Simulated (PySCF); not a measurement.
Atoms are numbered as in `[CH3:1]/[N:2]=[CH:3]/[c:4]1[n:5][c:6]([F:7])[n:8][s:9]1`. Hydrogens are named by the atom that carries them.

Geometry: GFN2-xTB; GIAO absolute shieldings from PySCF, gas phase, non-relativistic, averaged over equivalent atoms.

At PBE0/pcSseg-1 (180 basis functions, 23 s wall time on 1 thread of an Arm Neoverse V1, shared host):
| atoms | σ (ppm) |
| --- | --- |
| C4 | -12.3 |
| C6 | 12.0 |
| C3 | 23.5 |
| C1 | 143.0 |
| N2 | -144.2 |
| N5 | -50.5 |
| N8 | -1.6 |
| F7 | 257.2 |
| S9 | 90.9 |
| H(C3) | 23.04 |
| H(C1) | 27.73 |

Task: Estimate the result of repeating the calculation with wB97X-D/6-31++G**.

Result: 
```csv
atoms,σ at wB97X-D/6-31++G**,change
C4,4.8,+17.1
C6,36.4,+24.4
C3,45.6,+22.1
C1,157.0,+14.0
N2,-95.0,+49.2
N5,-11.9,+38.6
N8,29.3,+30.9
F7,281.3,+24.1
S9,158.8,+67.9
H(C3),23.20,+0.16
H(C1),28.15,+0.42
```

The largest change is at S9 (aromatic ring sulfur). Cost: 190 basis functions, 35 s wall time on 1 thread of an Arm Neoverse V1, shared host. The order of the carbon signals is the same at both levels.
